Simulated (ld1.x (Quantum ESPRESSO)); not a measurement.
## What one change does to a pseudopotential (Co, TM semilocal)

Co, norm-conserving Troullier–Martins (semilocal form), made with ld1.x (Quantum ESPRESSO) 7.5 (PBE, scalar-relativistic). Core [Ar], reference 3d7 4s0 4p0 (charge +2). Waves: 4p (bound, empty): rc 2.15 bohr; 3d (bound): rc 1.60 bohr; 4s (bound, empty): rc 1.55 bohr. Local part: the s channel. Core correction: none.

All-electron outer shells of the reference configuration (PBE, scalar-relativistic, ld1.x):

| shell | level (eV) | outermost node (bohr) | outermost maximum (bohr) |
| --- | --- | --- | --- |
| 3p | -84.73 | 0.28 | 0.68 |
| 3d | -27.06 | – | 0.66 |
| 4s | -20.94 | 0.95 | 2.10 |
| 4p | -14.67 | 1.03 | 2.50 |

Change: wave 4s (bound): rc 1.55 bohr becomes 4s (bound): rc 1.98 bohr.

Cutoffs: the cutoffs (Ry, on a coarse ladder) from which the occupation-weighted sum of valence levels, in a spherical-Bessel basis at the reference potential, stays within 10 and 1 mRy of its value at 400 Ry; they do not see the model core or the augmentation charge, which bear on the density cutoff. Errors are all-electron minus pseudo energies relative to the spin-unpolarised reference configuration.

Task: Predict the effect on cutoff, ghosts and configuration errors.

Result: The potential gets neither clearly harder nor softer (100 Ry and 180 Ry → 100 Ry and 180 Ry); of the 7 tests that both files solve, the error grows in 1 and shrinks in 1 by more than 15 % and 0.3 meV (median size 75.4 → 114.3 meV); the range in which the s phases agree widens (upper end 0.3 → 2.2); neither file shows a bound ghost. A semilocal file is local in each channel, so a ghost entry of none says nothing of the separable form that plane-wave codes build from it.

| quantity | base | changed |
| --- | --- | --- |
| cutoff, loose | 100 Ry | 100 Ry |
| cutoff, tight | 180 Ry | 180 Ry |
| bound ghosts | none | none |
| error for 3d7 4s2 4p0, meV [ΔE -25.82 eV] | +196 | +164 |
| error for 3d7 4s1 4p0, meV [ΔE -16.79 eV] | +75 | +66 |
| error for 3d6 4s0 4p0, meV [ΔE 35.87 eV] | -172 | -172 |
| error for 3d7 4s0 4p1, meV [ΔE -11.42 eV] | +33 | +33 |
| error for 3d7.5 4s1.5 4p0, meV [ΔE -26.78 eV] | +157 | +146 |
| error for 3d7 4s0 4p2, meV [ΔE -16.84 eV] | +72 | +72 |
| error for 3d6 4s2 4p1, meV [ΔE -16.16 eV] | +38 | -114 |
| s: phases at 2.36 bohr within 0.05 rad from the reference energy up to (Ry; the scan ends near 5) | 0.3 | 2.2 |
| p: phases at 2.36 bohr within 0.05 rad from the reference energy up to (Ry; the scan ends near 5) | 2.4 | 2.4 |
| d: phases at 2.36 bohr within 0.05 rad from the reference energy up to (Ry; the scan ends near 5) | -0.3 | -0.3 |
